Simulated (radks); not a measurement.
Values are calculated unless marked as measured or tabulated.
Q: Ni3+, configuration [Ar] 3d6 4s1 (not the ground configuration). Level of theory: scalar-relativistic Kohn-Sham, PBE, spin-polarised, spherical densities, finite nucleus; open shells are filled with parallel spins first; Fermi nuclear charge, rms radius 3.7757 fm (a radial shooting solver on a logarithmic mesh with Libxc functionals). Some entries of the table are withheld. Estimate them.

orbital,occ.,eigenvalue (hartree),r(max) (bohr)
1s up,1,-303.6028,0.03540
1s down,1,-303.6001,0.03540
2s up,1,-37.98461,0.2046
2s down,1,-37.88609,0.2045
2p up,3,-32.92934,0.1649
2p down,3,-32.85460,0.1648
3s up,1,-5.93250,0.6355
3s down,1,-5.73377,0.6367
3p up,3,-4.45741,0.6408
3p down,3,-4.26116,0.6426
3d up,5,-2.09616,0.6057
3d down,1,-1.90211,0.6120
4s up,1,-1.36907,(1)
4s down,0,-1.26166,(2)

A: 
(1) 4s up r(max) (bohr): 1.814
(2) 4s down r(max) (bohr): 1.839
